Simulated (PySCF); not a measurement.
**Identify the compound**

The spectra below were simulated for a compound C6H5F5O2.

$^{1}$H NMR (500 MHz, computed): δ 4.07 (s, 3H), 2.40 (m, 1H), 2.01 (m, 1H).

$^{13}$C{$^{1}$H} NMR (computed): δ 167.5 (C), 131.3 (C), 89.4 (C), 65.2 (C), 60.0 (CH3), 29.7 (CH2).

Calculated, not measured (PySCF 2.14.0 with density-fitted response routines): σ from GIAO-PBE0/pcSseg-1, coordinates at the GFN2-xTB level. No relativistic terms, one averaged value for each set of equivalent atoms, isolated molecule, single conformer.

Referencing at the same level of theory: $^{1}$H and $^{13}$C vs TMS.

**Question.** Propose a structure and justify it.

**Answer.** 
1. The formula gives 2 degrees of unsaturation (1 ring in the answer).
2. 6 carbon signals for 6 carbons: no two carbons are equivalent.
3. Carbon types of the structure: 4 × C, 1 × CH2, 1 × CH3, which accounts for all hydrogens.
4. δC 167.5: carbonyl carbon.
5. δC 131.3: CF3 carbon; 3 electronegative neighbours deshield it.
6. δC 89.4, 65.2, 29.7: three-membered-ring carbon.
7. δC 60.0: methyl carbon bonded to O; deshielded by the electronegative neighbour.
8. δH 4.07: hydrogen on a methyl carbon bonded to O; its carbon carries O, an electronegative neighbour.
9. δH 2.40, 2.01: hydrogen on a three-membered-ring carbon.

The compound is `CO[C@@]1(C(=O)F)C[C@]1(F)C(F)(F)F`.

The data come from this structure; uniqueness wasn't tested.

Splittings by $^{19}$F in the carbon and heteronuclear signals aren't shown, as no couplings were computed. Shifts are as computed. Against solution values, carbons near 30 ppm lie about +3 ppm off and those near 130 ppm about +5 ppm. Of 1211 compounds with measured shifts, 218 miss one by over three times the rms of a fit or turn the order of signals round; such compounds aren't used in these exercises. Multiplicities follow the n + 1 count of equivalent neighbours, as no J values were calculated; m marks all less simple cases, F and P coupling included.
